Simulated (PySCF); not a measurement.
# Electron correlation in O²⁺ (oxygen, charge +2)

[He] 2s2 2p1 3s1, high-spin 3P determinant (an excited configuration). Computed with PySCF 2.14 in aug-cc-pVDZ-DK (4s3p2d, 23 functions), with the spin-free X2C one-electron Hamiltonian (Gaussian nucleus). Frozen: 1s2; 4 electrons correlated.

```
  level  correlation energy (mhartree)
   CCSD                         -92.54
    (T)                          -1.24
CCSD(T)                         -93.78
  CCSDT                         -94.15
```

Diagnostics: T1 = 0.0069, D1 = 0.0152, largest double amplitude 0.130.

Question: Is a single reference adequate?

Answer: Mostly. T1 lies below 0.03, but a double amplitude of this size points to a near-degeneracy that CCSD handles and MP2 describes poorly.
